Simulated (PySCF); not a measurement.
A small calculation by hand: oscillator strength and radiative lifetime

GaH₂Br, SMILES [GaH2][Br].

Geometry: B3LYP-D3(BJ)/def2-TZVP.

TDA-M06-2X/def2-TZVPD (PySCF 2.14.0) puts the first singlet state with f over 0.02 at 5.96 eV (vertical), with the transition dipole (0.000, 0.000, -0.598) in atomic units.

Find the oscillator strength, the wavelength and the radiative lifetime that this transition would have in vacuum if emission retraced absorption.


|μ|² = 0.3576 au, so |μ| = 1.52 D. ΔE = 5.96/27.211 = 0.2190 hartree. f = (2/3) ΔE |μ|² = 0.052 (the program prints 0.052).
λ = 1239.84/5.96 = 208 nm; ν = 48071 cm⁻¹.
Einstein's coefficient A = 0.6670 ν² f s⁻¹ (ν in cm⁻¹) = 8.0e7 s⁻¹, so τ = 1/A = 12 ns. This state is S2; the lower singlet has f = 0.000. The figure is the radiative limit of this one transition; relaxation, internal conversion, crossing to triplets and a medium change what is measured.
